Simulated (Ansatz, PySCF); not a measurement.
Donor–acceptor adduct: BGeH5 (SMILES [BH2][GeH3]) (first 7 atoms) with H2O (SMILES O); geometry from B3LYP-D3(BJ)/def2-TZVP, rigid monomers moved along the line of their centres of mass till B1···O8 is 1.58 Å.
(charge 0, multiplicity 1):
```
atom    x (Å)    y (Å)    z (Å)
----  -------  -------  -------
B      1.2228   0.2876   0.8022
Ge    -0.6192  -0.0185  -0.1290
H      2.0332  -0.5662   0.5876
H      1.6274   1.4131   0.7644
H     -0.5644   0.0266  -1.6702
H     -1.2459  -1.3967   0.2370
H     -1.7065   1.0102   0.2943
O      0.8655   0.0780   2.3234
H      0.4945  -0.7984   2.4988
H      0.2299   0.7330   2.6443
```

Monomers are frozen at their geometry in the pair; levels with a basis set take the counterpoise correction. Rows marked so take none.

Cores are frozen in the correlated methods. Filled d and f shells under p-block atoms count as core. Rows in 3-21G, 6-31G* carry no dispersion term and start afresh at each structure (6-31G* with six Cartesian d functions); the Pople sets are all-electron and without relativity. MP2/6-31G* freezes PySCF's default core, which leaves 3d correlated.

Programs: Ansatz (Gaussian orbitals); PySCF for 3-21G rows, 6-31G* rows, the dispersion terms. 

```tsv
level	interaction energy (kcal/mol)
HF/3-21G (no counterpoise)	-32.68
HF/6-31G* (no counterpoise)	-16.81
HF/aug-cc-pVDZ	-10.99
PBE/def2-TZVPPD	-24.24
PBE-D4/def2-TZVPPD	-25.62
r2SCAN-D4/def2-TZVPPD	-26.02
M06-2X/6-31G* (no counterpoise)	-30.72
MP2/6-31G* (no counterpoise)	[?]
CCSD/aug-cc-pVDZ	[?]
```

Task: Fill in the missing entries.

Result: 
- MP2/6-31G* (no counterpoise), interaction energy (kcal/mol): -28.12
- CCSD/aug-cc-pVDZ, interaction energy (kcal/mol): -15.46

Ansatz is a quantum-chemistry and plane-wave program.
